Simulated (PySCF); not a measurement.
Compound: C2H6FPSi.
Cartesian coordinates in Å at the PBE0-D3(BJ)/def2-SVP level; atoms count from 1:
```xyz
11
C2H6FPSi angstrom
F      0.2509    1.7301   -1.0204
C     -0.7173    0.8149   -0.7145
C     -0.8795    0.5122    0.7654
Si    -0.2124   -0.9334   -0.2259
P      1.9919   -1.3626   -0.2633
H     -1.6364    1.0070   -1.2838
H     -0.1648    1.0308    1.4155
H     -1.8995    0.5060    1.1664
H     -1.1318   -2.0540   -0.5501
H      2.2723    0.0241   -0.4615
H      2.1636   -1.3001    1.1538
```

Theory: PySCF, PBE0-D3(BJ)/def2-SVP geometry optimisation, gas phase.

Take the most abundant isotopes and a rigid rotor. The values belong to one conformer with, in the numbering `[F:1][C@@H:2]1[CH2:3][Si@@H:4]1[PH2:5]`, C3–Si4–P5–H -45° and 49°.

**Question.** What are A, B and C (MHz)?

**Answer.** Ia = 103.40, Ib = 250.57, Ic = 308.54 u·Å²; 505379 MHz·u·Å²/I gives A = 4887, B = 2017, C = 1638 MHz.

**Question.** Classify the top.

**Answer.** An asymmetric top; Ray's κ = -0.767.

**Question.** Is it planar, by Δ = Ic − Ia − Ib?

**Answer.** Not planar: Δ = Ic − Ia − Ib = -45.43 u·Å². For a rigid frame Δ = −2 Σ m c², so Σ m c² = 22.72 u·Å² lies off the ab plane: 9.09 from hydrogen and 13.62 from heavier atoms. The atom farthest from that plane is 1.80 Å away.

**Question.** Which types of transition are allowed, and where do some lines up to J = 2 fall?

**Answer.** The dipole components are |μa| = 0.33 D, |μb| = 1.46 D, |μc| = 0.55 D. Intensities carry the squares of the components, which stand as 0.05 : 1.00 : 0.14 (a : b : c). Some lines, for components of 0.1 D or more:

```json
{"type": "a", "branch": "Q", "J(Ka,Kc)": "1(1,0) ← 1(1,1)", "MHz": "379", "lower level (cm⁻¹)": "0.218"}
{"type": "a", "branch": "Q", "J(Ka,Kc)": "2(1,1) ← 2(1,2)", "MHz": "1137", "lower level (cm⁻¹)": "0.449"}
{"type": "c", "branch": "Q", "J(Ka,Kc)": "2(1,2) ← 2(0,2)", "MHz": "2527", "lower level (cm⁻¹)": "0.365"}
{"type": "c", "branch": "Q", "J(Ka,Kc)": "1(1,1) ← 1(0,1)", "MHz": "2871", "lower level (cm⁻¹)": "0.122"}
{"type": "b", "branch": "Q", "J(Ka,Kc)": "1(1,0) ← 1(0,1)", "MHz": "3249", "lower level (cm⁻¹)": "0.122"}
{"type": "a", "branch": "R", "J(Ka,Kc)": "1(0,1) ← 0(0,0)", "MHz": "3655", "lower level (cm⁻¹)": "0.000"}
{"type": "b", "branch": "Q", "J(Ka,Kc)": "2(1,1) ← 2(0,2)", "MHz": "3664", "lower level (cm⁻¹)": "0.365"}
{"type": "b", "branch": "R", "J(Ka,Kc)": "2(0,2) ← 1(1,1)", "MHz": "4404", "lower level (cm⁻¹)": "0.218"}
{"type": "b", "branch": "R", "J(Ka,Kc)": "1(1,1) ← 0(0,0)", "MHz": "6525", "lower level (cm⁻¹)": "0.000"}
{"type": "c", "branch": "R", "J(Ka,Kc)": "1(1,0) ← 0(0,0)", "MHz": "6904", "lower level (cm⁻¹)": "0.000"}
{"type": "a", "branch": "R", "J(Ka,Kc)": "2(1,2) ← 1(1,1)", "MHz": "6931", "lower level (cm⁻¹)": "0.218"}
{"type": "a", "branch": "R", "J(Ka,Kc)": "2(0,2) ← 1(0,1)", "MHz": "7275", "lower level (cm⁻¹)": "0.122"}
{"type": "a", "branch": "R", "J(Ka,Kc)": "2(1,1) ← 1(1,0)", "MHz": "7689", "lower level (cm⁻¹)": "0.230"}
{"type": "c", "branch": "Q", "J(Ka,Kc)": "2(2,1) ← 2(1,1)", "MHz": "8612", "lower level (cm⁻¹)": "0.487"}
{"type": "b", "branch": "Q", "J(Ka,Kc)": "2(2,0) ← 2(1,1)", "MHz": "8647", "lower level (cm⁻¹)": "0.487"}
{"type": "b", "branch": "Q", "J(Ka,Kc)": "2(2,1) ← 2(1,2)", "MHz": "9748", "lower level (cm⁻¹)": "0.449"}
{"type": "b", "branch": "R", "J(Ka,Kc)": "2(1,2) ← 1(0,1)", "MHz": "9801", "lower level (cm⁻¹)": "0.122"}
{"type": "c", "branch": "R", "J(Ka,Kc)": "2(1,1) ← 1(0,1)", "MHz": "10938", "lower level (cm⁻¹)": "0.122"}
{"type": "b", "branch": "R", "J(Ka,Kc)": "2(2,1) ← 1(1,0)", "MHz": "16300", "lower level (cm⁻¹)": "0.230"}
{"type": "c", "branch": "R", "J(Ka,Kc)": "2(2,0) ← 1(1,0)", "MHz": "16335", "lower level (cm⁻¹)": "0.230"}
{"type": "c", "branch": "R", "J(Ka,Kc)": "2(2,1) ← 1(1,1)", "MHz": "16679", "lower level (cm⁻¹)": "0.218"}
{"type": "b", "branch": "R", "J(Ka,Kc)": "2(2,0) ← 1(1,1)", "MHz": "16714", "lower level (cm⁻¹)": "0.218"}
```

**Question.** Estimate the classical rotational partition function at 25 K, 50 K and 100 K.

**Answer.** Point group C1, symmetry number σ = 1; q = (√π/σ)·√((kT/h)³/(ABC)), k/h = 20836.6 MHz/K: 5240 at 25 K, 14800 at 50 K, 42000 at 100 K.

Stationary, but not proved a minimum. No vibrational averaging or centrifugal distortion is included, and the geometry carries the error of its method.
